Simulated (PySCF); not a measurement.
PySCF job for AlCl, SMILES [Al][Cl] (connectivity only; charge and spin as stated), neutral, multiplicity 1, C-PCM-M06-2X/def2-TZVPD. Geometry optimised at PBE0-D3(BJ)/def2-TZVPD.

```python
import numpy as np
from pyscf import gto, scf, dft
from pyscf.solvent import pcm

mol = gto.M(
    atom='''
    Al    0.00000000    0.00000000   -1.21662741
    Cl    0.00000000    0.00000000    0.93036214
    ''',
    basis='def2-TZVPD',
    charge=0,
    spin=0,
    max_memory=1600,
    verbose=3,
)
mf = dft.RKS(mol, xc='m06-2x').density_fit(auxbasis='def2-universal-jkfit')
mf.grids.level = 4
mf.conv_tol = 1e-9
mf.max_cycle = 100
mf.kernel()
res = {}
for name, eps in {'water': 78.355, '2-propanol': 19.264, 'tetrahydrofuran': 7.4257}.items():
    s = mf.PCM()
    s.with_solvent.method, s.with_solvent.eps, s.with_solvent.lebedev_order = 'C-PCM', eps, 29
    s.kernel(mf.make_rdm1())
    res[name] = (s.e_tot, eps, s.dip_moment(), s.mo_energy, s.converged)
    print(f'{name}: electrostatic solvation free energy {(s.e_tot - mf.e_tot) * 627.509474:.3f} kcal/mol')
```

Log of the run:

```
converged SCF energy = -702.673361963366

WARN: PCM is an experimental feature. It is still in testing.
Features and APIs may be changed in the future.

converged SCF energy = -702.679863586878
Dipole moment(X, Y, Z, Debye): -0.00000,  0.00000, -2.58464
water: electrostatic solvation free energy -4.080 kcal/mol

WARN: PCM is an experimental feature. It is still in testing.
Features and APIs may be changed in the future.

converged SCF energy = -702.679551923302
Dipole moment(X, Y, Z, Debye): -0.00000, -0.00000, -2.54468
2-propanol: electrostatic solvation free energy -3.884 kcal/mol

WARN: PCM is an experimental feature. It is still in testing.
Features and APIs may be changed in the future.

converged SCF energy = -702.678911101006
Dipole moment(X, Y, Z, Debye): -0.00000, -0.00000, -2.46401
tetrahydrofuran: electrostatic solvation free energy -3.482 kcal/mol
```

The calculation finished and met its thresholds.

Cost: very roughly 29 core-seconds.
